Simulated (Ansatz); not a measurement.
Stepwise reaction of `COB(Br)OC` with hydrogen sulfide, as a gas-phase model of exchange steps in deposition or etching. ΔE in kJ/mol; ΔG adds harmonic PBE0-D4 terms to CCSD(T)/CBS, at 1 bar.

Program: Ansatz. Geometries: PBE0-D4/def2-TZVP. ΔE: electronic, gas phase. CBS: MP2 limit from def2 TZ/QZ plus the TZ coupled-cluster correction, frozen cores. This one scheme is used for every species. DFT in def2-TZVPP. B3LYP here is the variant with VWN-RPA as its local correlation; programs differ in this. For Br outer-core shells are correlated without core-valence functions, which leaves a few kJ/mol of doubt a bond. Scalar relativity is left out up to krypton. Each species was taken in one conformer, which may not be the lowest.

```tsv
step	reaction	PBE-D4	B3LYP-D4	ωB97M-V	CCSD(T)/CBS	ΔG(400 K)
1	`COB(Br)OC` + H₂S → `COB(S)Br` + CH₃OH	56.6	69.8	70.3	66.4	70.8
2	`COB(S)Br` + H₂S → `SB(S)Br` + CH₃OH	50.8	62.7	64.1	59.7	62.5
```

Task: By hand: ΔE of the 2 steps together at CCSD(T)/CBS.

Result: (66.4) + (59.7) = 126.1 kJ/mol, or 63.1 kJ/mol a step.

In ΔE each step is lower than the one before. All are uphill at CCSD(T)/CBS. ΔG lies between 62.5 and 70.8 kJ/mol a step. PBE-D4 differs from CCSD(T)/CBS by -9.8 to -8.9 kJ/mol a step. Isolated molecules leave out the surface, adducts and barriers. Largest T1 diagnostic: 0.011.
